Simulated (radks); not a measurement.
Problem. Te46+, 6 electrons, occupied as [He] 2s2 2p2. All-electron calculation, scalar-relativistic Kohn-Sham, LDA (Slater exchange, VWN5 correlation), spin-polarised, spherical densities, finite nucleus; open shells are filled with parallel spins first (spin-orbit coupling, left out, can overturn this in heavy ions); Fermi nuclear charge, rms radius 4.7423 fm. Program: a radial shooting solver on a logarithmic mesh with Libxc functionals. Some entries of the table are withheld. Estimate them.

orbital,occ.,eigenvalue (hartree),<r^2> (bohr^2)
1s up,1,(1),(2)
1s down,1,(3),(4)
2s up,1,-306.3545,(5)
2s down,1,-304.6757,(6)
2p up,2,-292.2537,0.01181
2p down,0,-290.2269,0.01189

Solution. 
(1) 1s up eigenvalue (hartree): -1310.622
(2) 1s up <r^2> (bohr^2): 0.001043
(3) 1s down eigenvalue (hartree): -1309.537
(4) 1s down <r^2> (bohr^2): 0.001041
(5) 2s up <r^2> (bohr^2): 0.01537
(6) 2s down <r^2> (bohr^2): 0.01544
